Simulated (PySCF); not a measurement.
# Checking a proposed structure

A compound C7H10F2 gives the data below (simulated from a calculation) and was assigned the structure `C=CCC/C=C\C(F)F`.

13C{1H} NMR (computed): δ 154.6 (C), 152.1 (CH), 123.1 (CH2), 119.4 (CH), 118.0 (CH2), 45.3 (CH), 20.2 (CH3).

1H NMR (300 MHz, computed): δ 6.54 (m, 1H), 6.01 (m, 1H), 5.64 (m, 1H), 5.53 (m, 1H), 5.51 (m, 1H), 5.36 (m, 1H), 2.99 (m, 1H), 1.31 (d, 3H).

- geometry from GFN2-xTB
- NMR shieldings at PBE0/pcSseg-1/GIAO
- program: PySCF
- relativity neglected, isolated molecule, one averaged value for each set of equivalent atoms, one conformer

References, each an isolated molecule treated in the same way: TMS for 1H (31.72 ppm), 13C (186.93 ppm).

Problem. Compare with the shifts computed for the proposed structure, pairing carbons in order of shift.

Solution. Mapped SMILES: `[CH2:1]=[CH:2][CH2:3][CH2:4]/[CH:5]=[CH:6]\[CH:7]([F:8])[F:9]`. Hydrogens are named by the atom that carries them.

```csv
atom,computed for proposal,given list,difference
C2,145.9,154.6,-8.7
C5,145.3,152.1,-6.8
C6,134.5,123.1,+11.4
C1,123.0,119.4,+3.6
C7,118.0,118.0,+0.0
C3,37.0,45.3,-8.3
C4,32.8,20.2,+12.6
```

The rms difference is 8.4 ppm and the largest +12.6 ppm at C4 (allylic sp3 CH2). The carbon types in order of shift don't match either: CH, CH, CH, CH2, CH, CH2, CH2 for the proposal against C, CH, CH2, CH, CH2, CH, CH3 in the data. The proposal doesn't fit.

Problem. Which isomer fits?

Solution. `C=C[C@@H](C)C(=C)C(F)F`.

Carbon types of the structure: 1 × C, 3 × CH, 2 × CH2, 1 × CH3, which accounts for all hydrogens. δC 154.6: fully substituted alkene carbon; an sp2 carbon of a C=C bond. δC 152.1: alkene CH; the olefinic region. δC 123.1, 118.0: terminal =CH2 carbon; as expected for a trigonal carbon in a double bond. δC 119.4: allylic sp3 CH bonded to 2 F; 2 electronegative neighbours deshield it.

Other isomers checked: C=CCC/C=C/C(F)F (rms 9.1 ppm); CC/C=C(/C=C/F)CF (rms 17.5 ppm).

The data come from this structure; uniqueness wasn't tested.

Splittings by 19F in the carbon and heteronuclear signals aren't shown, as no couplings were computed. Shifts are as computed. Against solution values, carbons near 30 ppm lie about +3 ppm off and those near 130 ppm about +5 ppm. Of 1211 compounds with measured shifts, 218 miss one by over three times the rms of a fit or turn the order of signals round; such compounds aren't used in these exercises. No couplings were computed; multiplicities are counted from neighbouring protons, with m where these are inequivalent, close in shift, in a saturated or five-membered ring or joined by F or P, and br s for small geminal =CH2 splittings.
